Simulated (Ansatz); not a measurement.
One geometry of Te2W, several levels of theory.

```yaml
crystal:
  periodic: [false, false, false]
  atoms:
    - {symbol: W, position_ang: [-0.362448, -0.802867, -0.010497]}
    - {symbol: Te, position_ang: [-1.700976, 1.251443, -0.018151]}
    - {symbol: Te, position_ang: [2.063424, -0.448586, 0.028648]}
basis:
  gaussian: {orbitals: def2-TZVP, initial_orbitals: start.molden}
magnetization: {spin_polarized: true, initial_magnetization: 2}
hamiltonian: {xc: {name: CAM-B3LYP}, dispersion: d4}
scf: {omitted_lower_state_checks: [starts]}
output: {orbitals: {seedname: orbitals}}
```

The file start.molden holds the orbitals of an earlier run on this structure, at another level or in another basis.

```sh
$ ansatz run in.yaml --threads 2 --pin off --events-out ev --progress --plain --max-ram 4352MiB
```

It prints (some lines left out):

```
Functional definition: CAM-B3LYP
1212 factors; their error is unknown
243 factors; integrals over basis functions are off by at most 1.6e-4 eV
mean field evaluation 1: about -16410.2334 eV, gradient 3.6e0 eV
mean field evaluation 2: about -16410.2892 eV, gradient 1.0e-1 eV
mean field evaluation 4: about -16410.4698 eV, gradient 4.1e-3 eV
mean field evaluation 8: about -16410.4698 eV, gradient 4.1e-5 eV
mean field -16410.46981081 eV, -603.0736421313 hartree, gradient 6.4e-6 eV, S^2 2.169368; 0 other end points of the search recorded, 0 dependent functions left out
reference -16410.46990794 eV, -603.0736457007 hartree; 32, 30 occupied and 108, 110 virtual orbitals, 1212 factors
Total energy: -16410.60657269 eV, -603.0786680379 hartree
Checks for a lower state left out: starts
```

Run time 11 s (2 threads of AMD EPYC 9R14 on a shared host), peak host memory 0.77 GiB.

As the first input, with `hamiltonian: {xc: {name: wB97M-V}}` (abridged; 40 s):

```
Functional definition: wB97M-V
mean field -16408.15466808 eV, -602.9885622051 hartree, gradient 9.3e-6 eV, S^2 2.247563
Total energy: -16408.15470543 eV, -602.9885635780 hartree
Checks for a lower state left out: starts
```

As the first input, with `hamiltonian: {xc: {name: LC-wPBE, parameters: {omega: 0.2/bohr}}}` (abridged; 8.5 s):

```
Functional definition: LC-wPBE
mean field -16413.96232046 eV, -603.2019894936 hartree, gradient 1.2e-5 eV, S^2 2.141267
Total energy: -16413.96232048 eV, -603.2019894943 hartree
Checks for a lower state left out: starts
```

First input, but with `hamiltonian: {xc: {name: PBE-QIDH}}` and without the key `output` (abridged; 12 s):

```
Functional definition: PBE-QIDH
mean field -16387.77324209 eV, -602.2395586151 hartree, gradient 3.3e-6 eV, S^2 2.909712
8 core orbitals not correlated: weight in the atoms' cores, before any rotation towards them, 1.000 or more for the frozen orbitals, at most 0.000 for the correlated occupied ones
second order -37.74269126 eV of doubles, -0.00000000 eV of singles
Total energy: -16400.35414912 eV, -602.7018984210 hartree
Checks for a lower state left out: starts
```

The first input with `hamiltonian: {xc: {name: B3LYP}, dispersion: d4}` (abridged; 4.6 s):

```
Functional definition: B3LYP
mean field -16418.04217274 eV, -603.3519212996 hartree, gradient 9.6e-6 eV, S^2 2.097464
Total energy: -16418.28151455 eV, -603.3607169487 hartree
Checks for a lower state left out: starts
```

First input, but with `hamiltonian: {xc: {name: r2SCANh}, dispersion: d4}` (abridged; 10 s):

```
Functional definition: r2SCANh
mean field -16418.28129701 eV, -603.3607089545 hartree, gradient 7.8e-6 eV, S^2 2.262590
Total energy: -16418.31148421 eV, -603.3618183136 hartree
Checks for a lower state left out: starts
```

First input, but with `hamiltonian: {xc: {name: B2PLYP}}` and without the key `output` (abridged; 9.5 s):

```
Functional definition: B2PLYP
mean field -16388.09765358 eV, -602.2514805176 hartree, gradient 1.6e-6 eV, S^2 2.466706
8 core orbitals not correlated: weight in the atoms' cores, before any rotation towards them, 1.000 or more for the frozen orbitals, at most 0.000 for the correlated occupied ones
second order -41.62617870 eV of doubles, -0.00000000 eV of singles
Total energy: -16399.33684848 eV, -602.6645133117 hartree
Checks for a lower state left out: starts
```

Geometry: PBE0-D4/def2-TZVP.

In the def2 sets Te, W take a core potential; there is no spin–orbit coupling. B3LYP takes the VWN-RPA correlation. Correlated methods freeze 8 core orbitals; core or outer-core shells of W, Te are correlated, in sets that lack core-valence functions. At CAM-B3LYP-D4/def2-TZVP, ωB97M-V/def2-TZVP, LC-ωPBE (ω = 0.20 bohr⁻¹)/def2-TZVP, PBE-QIDH/def2-TZVP and others the charge 0 triplet is spin-contaminated (final ⟨S²⟩ up to 2.91, 2.00 for a pure state). The structure comes from a short search, and lower isomers may exist.
